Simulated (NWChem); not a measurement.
System: C$_{3}$H$_{4}$BFO; SMILES C=C=CB(O)F

Here is an NWChem input.

```
start job
memory heap 200 mb stack 900 mb global 1100 mb
geometry units angstroms noautosym nocenter noautoz
  C      0.246387     2.667872     0.000000
  C     -0.314431     1.489581     0.000000
  C     -0.855862     0.290761     0.000000
  B      0.016126    -1.003595     0.000000
  O     -0.498830    -2.253057     0.000000
  F      1.341014    -0.911222     0.000000
  H      0.492323     3.175598     0.938150
  H      0.492323     3.175598    -0.938150
  H     -1.953743     0.233598     0.000000
  H     -1.459674    -2.267222     0.000000
end
basis spherical
  C library def2-svp
  B library def2-svp
  O library def2-svp
  F library def2-svp
  H library def2-svp
end
dft
  xc b3lyp
  iterations 150
  mulliken
end
task dft energy
esp
  recalculate
  probe 0.07
  range 0.3
  factor 1.0
  spacing 0.02
end
task esp
```

Geometry: optimised at PBE0/def2-SVP.

Atomic charges in e: unrestrained fits to the electrostatic potential beside Mulliken populations; buried atoms are poorly determined by the fit.

Atoms are numbered as in the input.

Question: Give the results of this calculation. (B3LYP/def2-SVP.) Quantities: ESP C1; Mulliken C1; ESP C2; Mulliken C2; ESP C3; Mulliken C3; ESP B4; Mulliken B4; ESP O5; Mulliken O5; relative RMS misfit of the potential (%).

Answer: ESP C1: -0.47
Mulliken C1: -0.20
ESP C2: 0.28
Mulliken C2: 0.19
ESP C3: -0.56
Mulliken C3: -0.20
ESP B4: 0.78
Mulliken B4: 0.07
ESP O5: -0.64
Mulliken O5: -0.10
relative RMS misfit of the potential (%): 22
